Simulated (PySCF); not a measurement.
## Stationary points of HMoO₂

All numbers come from PySCF, PBE0, basis Mo def2-TZVP with ECP28, O def2-TZVP, H def2-TZVP (scalar-relativistic core potentials, no spin–orbit coupling, density fitting).

Relaxations began from a few typed shapes; open shells are unrestricted. The search is not exhaustive: other isomers or separated fragments can lie lower, and high-lying points may rest on an excited occupation.

```tsv
spin	group	bonds	angles	imaginary modes (cm⁻¹)	ΔE (kJ/mol)	ΔE with ZPE (kJ/mol)
doublet	Cs	Mo–H 1.715 Å, Mo–O 1.673 Å (×2)	H–Mo–O 107.2° (×2), O–Mo–O 111.4°	none	0.0	0.0
doublet	C2v	Mo–H 1.770 Å, Mo–O 1.679 Å (×2)	H–Mo–O 122.3° (×2), O–Mo–O 115.4°	473i	41.4	–
doublet	Cs	Mo–H 1.727 Å, Mo–O 1.683 Å (×2)	H–Mo–O 111.3° (×2), O–Mo–O 120.0°	none	79.0	76.9
doublet	C2v	Mo–H 1.736 Å, Mo–O 1.688 Å (×2)	H–Mo–O 117.9° (×2), O–Mo–O 124.2°	143i	82.6	–
```

The lowest minimum found is the doublet Cs: Mo–H 1.715 Å, Mo–O 1.673 Å (×2); H–Mo–O 107.2° (×2), O–Mo–O 111.4°.

For the lowest minimum: with open d or f shells other occupations or spin states may lie lower.
